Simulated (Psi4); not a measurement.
isobutene (C₄H₈), singlet, geometry from GFN2-xTB; PBE/6-311G** (Psi4).

The Psi4 input:
```
memory 2 GB

molecule mol {
0 1
  C    -0.003583   -0.007268    1.449531
  C    -0.000314   -0.000637    0.127043
  H    -0.002796    0.903902    2.023744
  H    -0.007186   -0.924151    2.014567
  C     0.004712    1.267277   -0.672192
  H     0.005227    2.140049   -0.024851
  H     0.885835    1.305480   -1.312337
  H    -0.873056    1.309725   -1.316663
  C    -0.001358   -1.260473   -0.684882
  H    -0.005051   -2.139692   -0.046336
  H    -0.879304   -1.292232   -1.329725
  H     0.879587   -1.296478   -1.325398
}

set basis 6-311g**
set reference rks

energy('pbe')
print_variables()
```

Question: Predict the main parts of the log of this Psi4 run.

Answer: 
```
   => Loading Basis Set <=

    Name: 6-311G**
    Role: ORBITAL
    Keyword: BASIS

         ---------------------------------------------------------
                                   SCF
               by Justin Turney, Rob Parrish, Andy Simmonett
                          and Daniel G. A. Smith
                              RKS Reference
         ---------------------------------------------------------

  ==> Geometry <==

    Molecular point group: c1
    Full point group: C1

    Geometry (in Angstrom), charge = 0, multiplicity = 1:

       Center              X                  Y                   Z               Mass
    ------------   -----------------  -----------------  -----------------  -----------------
         C           -0.003525305179    -0.007151035548     1.426223207740    12.000000000000
         C           -0.000256305179    -0.000520035548     0.103735207740    12.000000000000
         H           -0.002738305179     0.904018964452     2.000436207740     1.007825032230
         H           -0.007128305179    -0.924034035548     1.991259207740     1.007825032230
         C            0.004769694821     1.267393964452    -0.695499792260    12.000000000000
         H            0.005284694821     2.140165964452    -0.048158792260     1.007825032230
         H            0.885892694821     1.305596964452    -1.335644792260     1.007825032230
         H           -0.872998305179     1.309841964452    -1.339970792260     1.007825032230
         C           -0.001300305179    -1.260356035548    -0.708189792260    12.000000000000
         H           -0.004993305179    -2.139575035548    -0.069643792260     1.007825032230
         H           -0.879246305179    -1.292115035548    -1.353032792260     1.007825032230
         H            0.879644694821    -1.296361035548    -1.348705792260     1.007825032230

  Running in c1 symmetry.

  Rotational constants: A =      0.30761  B =      0.28479  C =      0.15644 [cm^-1]
  Rotational constants: A =   9221.94018  B =   8537.71947  C =   4689.87455 [MHz]
  Nuclear repulsion =  120.428269239717025

  Charge       = 0
  Multiplicity = 1
  Electrons    = 32
  Nalpha       = 16
  Nbeta        = 16

  ==> Algorithm <==

  SCF Algorithm Type is DF.
  DIIS enabled.
  MOM disabled.
  Fractional occupation disabled.
  Guess Type is SAD.
  Energy threshold   = 1.00e-06
  Density threshold  = 1.00e-06
  Integral threshold = 1.00e-12

  ==> Primary Basis <==

  Basis Set: 6-311G**
    Blend: 6-311G**
    Number of shells: 64
    Number of basis functions: 120
    Number of Cartesian functions: 124
    Spherical Harmonics?: true
    Max angular momentum: 2

  ==> DFT Potential <==

   => LibXC <=

    Version 7.1.2
    S. Lehtola, C. Steigemann, M. J. T. Oliveira, and M. A. L. Marques,  SoftwareX 7, 1–5 (2018) (10.1016/j.softx.2017.11.002)

   => Composite Functional: PBE <=

    PBE GGA Exchange-Correlation Functional

    J.P. Perdew et. al., Phys. Rev. Lett., 77(18), 3865-3868, 1996

    Deriv               =              1
    GGA                 =           TRUE
    Meta                =          FALSE

    Exchange Hybrid     =          FALSE
    MP2 Hybrid          =          FALSE

   => Exchange Functionals <=

    1.0000     XC_GGA_X_PBE

   => Correlation Functionals <=

    1.0000     XC_GGA_C_PBE

   => LibXC Density Thresholds  <==

    XC_GGA_C_PBE:  1.00E-12
    XC_GGA_X_PBE:  1.00E-15

   => Molecular Quadrature <=

    Radial Scheme          =       TREUTLER
    Pruning Scheme         =           NONE
    Nuclear Scheme         =       TREUTLER

    Blocking Scheme        =         OCTREE
    BS radius alpha        =              1
    Pruning alpha          =              1
    Radial Points          =             75
    Spherical Points       =            302
    Total Points           =         256664
    Total Blocks           =           1957
    Max Points             =            256
    Max Functions          =            120
    Weights Tolerance      =       1.00E-15

   => Loading Basis Set <=

    Name: (6-311G** AUX)
    Role: JKFIT
    Keyword: DF_BASIS_SCF

  ==> Integral Setup <==

  SCF_SUBTYPE=INCORE selected. In-core MEM_DF algorithm will be used.
  Using in-core AOs.

  ==> MemDFJK: Density-Fitted J/K Matrices <==

    J tasked:                   Yes
    K tasked:                    No
    wK tasked:                   No
    Algorithm:                 Core
    Schwarz Cutoff:           1E-12
    Mask sparsity (%):       0.4028
    Fitting Condition:        1E-10

   => Auxiliary Basis Set <=

  Basis Set: (6-311G** AUX)
    Blend: CC-PVTZ-JKFIT
    Number of shells: 180
    Number of basis functions: 556
    Number of Cartesian functions: 664
    Spherical Harmonics?: true
    Max angular momentum: 4

  Minimum eigenvalue in the overlap matrix is 1.2479973913E-03.
  Reciprocal condition number of the overlap matrix is 1.8239108192E-04.
    Using symmetric orthogonalization.

  ==> Pre-Iterations <==

  SCF Guess: Superposition of Atomic Densities via on-the-fly atomic UHF (no occupation information).

   -------------------------
    Irrep   Nso     Nmo
   -------------------------
     A        120     120
   -------------------------
    Total     120     120
   -------------------------

  ==> Iterations <==

                           Total Energy        Delta E     RMS |[F,P]|

   @DF-RKS iter SAD:  -156.40344498146612   -1.56403e+02   0.00000e+00
   @DF-RKS iter   1:  -156.38775869305880    1.56863e-02   9.23780e-03 DIIS/ADIIS
   @DF-RKS iter   2:  -155.57390719443731    8.13851e-01   1.29306e-02 DIIS/ADIIS
   @DF-RKS iter   3:  -157.00151839824127   -1.42761e+00   2.10903e-03 DIIS/ADIIS
   @DF-RKS iter   4:  -157.00479116503575   -3.27277e-03   1.97702e-03 DIIS/ADIIS
   @DF-RKS iter   5:  -157.03367668822477   -2.88855e-02   3.37755e-04 DIIS/ADIIS
   @DF-RKS iter   6:  -157.03452661814046   -8.49930e-04   8.08109e-05 DIIS
   @DF-RKS iter   7:  -157.03457119029713   -4.45722e-05   9.32763e-06 DIIS
   @DF-RKS iter   8:  -157.03457178664348   -5.96346e-07   1.72611e-06 DIIS
   @DF-RKS iter   9:  -157.03457181320505   -2.65616e-08   3.51334e-07 DIIS
  Energy and wave function converged.

  ==> Post-Iterations <==

   Electrons on quadrature grid:
      Ntotal   =   32.0000062377 ; deviation = 6.238e-06

    Orbital Energies [Eh]
    ---------------------

    Doubly Occupied:

[...]
      16A     -0.216054

    Virtual:

[...]
    Final Occupation by Irrep:
              A
    DOCC [    16 ]
    NA   [    16 ]
    NB   [    16 ]

  @DF-RKS Final Energy:  -157.03457181320505

   => Energetics <=

    Nuclear Repulsion Energy =            120.4282692397170251
    One-Electron Energy =                -448.1792018642915991
    Two-Electron Energy =                 195.2085568449977870
    DFT Exchange-Correlation Energy =     -24.4921960336282361
    Empirical Dispersion Energy =           0.0000000000000000
    VV10 Nonlocal Energy =                  0.0000000000000000
    Total Energy =                       -157.0345718132050479

Computation Completed

Properties will be evaluated at   0.000000,   0.000000,   0.000000 [a0]

Properties computed using the SCF density matrix

 Multipole Moments:

 ------------------------------------------------------------------------------------
     Multipole            Electronic (a.u.)      Nuclear  (a.u.)        Total (a.u.)
 ------------------------------------------------------------------------------------

 L = 1.  Multiply by 2.5417464519 to convert [e a0] to [Debye]
 Dipole X            :         -0.0029527            0.0034851            0.0005324
 Dipole Y            :         -0.0059873            0.0070673            0.0010801
 Dipole Z            :          1.1940498           -1.4094491           -0.2153993
 Magnitude           :                                                    0.2154027

 ------------------------------------------------------------------------------------

  Variable Map:
  ----------------------------------------------------------------------------
[...]
  Array Variable Map:
  ----------------------------------------------------------------------------
[...]
[...]
```
